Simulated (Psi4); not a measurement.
C$_{4}$H$_{11}$O$_{2}$, charge +1, singlet, at the geometry of the source list. Base run: SVWN/3-21G run with Psi4 1.11.

Geometry (Å):
```xyz
17

C      1.9306    -0.0873    -1.5673
O      0.6335    -0.0139    -0.9759
C      0.5785     0.5649     0.3272
C     -0.5975    -0.1608     1.0279
C     -1.9271     0.5304     0.8150
O     -0.5946    -1.4794     0.3933
H      2.6219    -0.6465    -0.9334
H      1.8038    -0.5950    -2.5206
H      2.3180     0.9165    -1.7401
H      0.3953     1.6388     0.2601
H      1.5186     0.3925     0.8596
H     -0.3925    -0.3093     2.0905
H     -2.1073     0.7108    -0.2424
H     -1.9287     1.4867     1.3263
H     -2.7427    -0.0582     1.2264
H     -1.5024    -1.7509     0.1671
H     -0.0075    -1.1395    -0.5136
```
Charge +1, spin multiplicity 1.
All else is at Psi4's defaults (density fitting, Cartesian functions).

Each row names what was changed in the base input (with any setting that the change needs).

```tsv
change	E (Eh)	core-seconds (rough)	outcome
base	-305.94413	10	converged
functional = wb97x-v	-	-	cut at the time limit
functional = r2scan	-307.34861	50	converged
functional = blyp	-307.38947	20	converged
functional = dsd-pbep86	-306.71540	20	converged
functional = b97m-v	-	-	cut at the time limit
functional = b3lyp5	-307.34461	20	converged
functional = wb97m-v	-	-	cut at the time limit
functional = wb97x	-307.44803	20	converged
functional = scan	-307.38884	40	converged
functional = pbe0	-307.17628	20	converged
```

Total energies compare only within one method and basis.
